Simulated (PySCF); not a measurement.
Compound: C₃H₁₂N₂Si.
Bonds: C1–C2, C2–N3, N3–N4, N4–C5, N4–Si6. Hydrogens: H7, H8, H9 on C1; H10, H11 on C2; H12 on N3; H13, H14, H15 on C5; H16, H17, H18 on Si6.

A GFN2-xTB structure was refined with PBE0-D3(BJ)/def2-SVP geometry optimisation, gas phase (PySCF). Its GFN2-xTB values:

| coordinate | GFN2-xTB |
| --- | --- |
| C1–C2 | 1.528 Å |
| C1–H7 | 1.087 Å |
| C2–N3 | 1.456 Å |
| C2–H10 | 1.093 Å |
| N3–N4 | 1.426 Å |
| N3–H12 | 1.015 Å |
| N4–C5 | 1.445 Å |
| N4–Si6 | 1.721 Å |
| C5–H13 | 1.087 Å |
| Si6–H16 | 1.473 Å |
| Si6–H17 | 1.463 Å |
| C1–C2–N3 | 115.7° |
| C2–N3–N4 | 112.6° |
| N3–N4–C5 | 110.3° |
| N3–N4–Si6 | 123.3° |
| C5–N4–Si6 | 120.9° |
| C1–C2–N3–N4 | 69° |
| C2–N3–N4–C5 | 99° |

Task: How do these coordinates change at the PBE0-D3(BJ)/def2-SVP level?

Result: 
```json
{"coordinate": "Si6–H16", "PBE0-D3(BJ)/def2-SVP (Å or °)": "1.506", "change": "+0.033"}
{"coordinate": "Si6–H17", "PBE0-D3(BJ)/def2-SVP (Å or °)": "1.495", "change": "+0.032"}
{"coordinate": "N3–N4", "PBE0-D3(BJ)/def2-SVP (Å or °)": "1.401", "change": "-0.025"}
{"coordinate": "N4–Si6", "PBE0-D3(BJ)/def2-SVP (Å or °)": "1.746", "change": "+0.025"}
{"coordinate": "C5–H13", "PBE0-D3(BJ)/def2-SVP (Å or °)": "1.102", "change": "+0.015"}
{"coordinate": "C1–H7", "PBE0-D3(BJ)/def2-SVP (Å or °)": "1.101", "change": "+0.014"}
{"coordinate": "C2–H10", "PBE0-D3(BJ)/def2-SVP (Å or °)": "1.104", "change": "+0.011"}
{"coordinate": "C2–N3", "PBE0-D3(BJ)/def2-SVP (Å or °)": "1.448", "change": "-0.008"}
{"coordinate": "C1–C2", "PBE0-D3(BJ)/def2-SVP (Å or °)": "1.522", "change": "-0.006"}
{"coordinate": "N3–H12", "PBE0-D3(BJ)/def2-SVP (Å or °)": "1.018", "change": "+0.003"}
{"coordinate": "N4–C5", "PBE0-D3(BJ)/def2-SVP (Å or °)": "1.446", "change": "+0.001"}
{"coordinate": "C2–N3–N4", "PBE0-D3(BJ)/def2-SVP (Å or °)": "115.5", "change": "+2.9"}
{"coordinate": "N3–N4–C5", "PBE0-D3(BJ)/def2-SVP (Å or °)": "112.4", "change": "+2.1"}
{"coordinate": "C1–C2–N3", "PBE0-D3(BJ)/def2-SVP (Å or °)": "117.6", "change": "+1.9"}
{"coordinate": "N3–N4–Si6", "PBE0-D3(BJ)/def2-SVP (Å or °)": "121.5", "change": "-1.8"}
{"coordinate": "C5–N4–Si6", "PBE0-D3(BJ)/def2-SVP (Å or °)": "119.5", "change": "-1.4"}
{"coordinate": "C2–N3–N4–C5", "PBE0-D3(BJ)/def2-SVP (Å or °)": "109", "change": "+10"}
{"coordinate": "C1–C2–N3–N4", "PBE0-D3(BJ)/def2-SVP (Å or °)": "63", "change": "-6"}
```

The energy falls by 2.7 kcal/mol over 8 energy and gradient evaluations, the largest force component goes from 0.0169 to 3.1e-04 Eh/bohr, and the atoms move by 0.147 Å rms after alignment. Among the bonds, Si6–H16 and Si6–H17 change most and about equally (+0.032 to +0.033 Å). Bonds longer at the end by more than 0.005 Å: 12 of 17; shorter: 3. Among the dihedrals that turn most is H12–N3–N4–C5, from -138° to -119°. Rotational constants go from 3780, 1962, 1474 to 3678, 1997, 1468 MHz.

The run used 148 basis functions and 52 SCF cycles in all.

Whether it is a minimum is left open (no frequencies). The numbers are those of one conformer.
